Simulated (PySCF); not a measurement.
C5H10, SMILES C=CC(C)C. The structure is a stationary point at PBE-D3(BJ)/def2-SVP. The values are those of a single conformer.

Computed equilibrium geometry at PBE-D3(BJ)/def2-SVP (PySCF confirms it by a frequency run) as a Z-matrix (one conformer of several):
```
C
H 1 1.1166
C 1 1.5114 2 106.22
C 3 1.3444 1 127.22 2 -121.19
H 4 1.1010 3 121.10 1 -179.39
H 4 1.1015 5 116.66 3 179.84
H 3 1.1065 4 118.31 5 -0.34
C 1 1.5304 2 107.88 3 -122.73
H 8 1.1084 1 110.73 2 -59.88
H 8 1.1085 9 107.83 1 -122.57
H 8 1.1102 9 107.51 10 -115.95
C 1 1.5407 2 106.75 3 117.44
H 12 1.1091 1 111.07 2 59.54
H 12 1.1092 13 107.82 1 122.59
H 12 1.1099 13 107.99 14 115.99
```
